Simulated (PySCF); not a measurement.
Si(H)(Me)3 (C₃H₁₀Si), SMILES C[SiH](C)C. Geometry: PBE-D3(BJ)/def2-SVP. The isomer is the one that the SMILES or the coordinates give; other isomers of the formula were not compared.

Computed equilibrium geometry at PBE-D3(BJ)/def2-SVP (PySCF confirms it by a frequency run) as bond lengths and angles, and its point group:
point group C3v.
Atoms: Si1 C2 C3 C4 H5 H6 H7 H8 H9 H10 H11 H12 H13 H14. Bonded distances (Å): Si1–C2 1.894, Si1–C3 1.894, Si1–C4 1.894, Si1–H5 1.511, C2–H6 1.110, C2–H7 1.109, C2–H8 1.109, C3–H9 1.109, C3–H10 1.110, C3–H11 1.109, C4–H12 1.110, C4–H13 1.109, C4–H14 1.109. Bond angles (°): C2–Si1–C3 110.2, C2–Si1–C4 110.2, C2–Si1–H5 108.7, C3–Si1–C4 110.2, C3–Si1–H5 108.7, C4–Si1–H5 108.7, Si1–C2–H6 110.8, Si1–C2–H7 111.2, Si1–C2–H8 111.2, H6–C2–H7 107.8, H6–C2–H8 107.8, H7–C2–H8 107.8, Si1–C3–H9 111.2, Si1–C3–H10 110.8, Si1–C3–H11 111.2, H9–C3–H10 107.8, H9–C3–H11 107.8, H10–C3–H11 107.8, Si1–C4–H12 110.8, Si1–C4–H13 111.2, Si1–C4–H14 111.2, H12–C4–H13 107.8, H12–C4–H14 107.8, H13–C4–H14 107.8.
Charge 0, spin multiplicity 1.
